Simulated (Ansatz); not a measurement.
Reactions of AlClH₅NOSi (`[NH2][Al]([OH])[SiH2]Cl`).

Program: Ansatz. Geometries: PBE0-D4/def2-TZVP. ΔE: electronic, gas phase. CCSD(T)/CBS adds triple-zeta CCSD(T) − MP2 to the extrapolated MP2 energy (def2 sets, frozen cores). This one scheme is used for every species. For Ge, Sc outer-core shells are correlated without core-valence functions, which leaves a few kJ/mol of doubt a bond. Scalar relativity is left out up to krypton. One conformer a species, not always the lowest.

(1) Order these by ΔE at CCSD(T)/CBS, lowest first. (An estimate is asked.)
A. `[NH2][Al]([OH])[SiH2]Cl` + `[OH][Sc]([OH])[Cl]` → `[OH][Al]([Cl])[SiH2]Cl` + `[NH2][Sc]([OH])[OH]`
B. `[NH2][Al]([OH])[SiH2]Cl` + `OCBF` → `OCB(F)[SiH2]Cl` + `[NH2][AlH][OH]`
C. `[NH2][Al]([OH])[SiH2]Cl` + `S[SiH2]Cl` → `Cl[SiH2]S[SiH2]Cl` + `[NH2][AlH][OH]`
D. `[NH2][Al]([OH])[SiH2]Cl` + CH₃OH → `CO[SiH2]Cl` + `[NH2][AlH][OH]`
E. `[NH2][Al]([OH])[SiH2]Cl` + `C=C[NH][GeH3]` → `C=C[N]([GeH3])[SiH2]Cl` + `[NH2][AlH][OH]`

Largest T1 diagnostic: 0.016, for `[NH2][Sc]([OH])[OH]`.

Results:

(1) D (-100.8 kJ/mol), E (-70.6 kJ/mol), C (-62.3 kJ/mol), B (+32.6 kJ/mol), A (+47.7 kJ/mol).
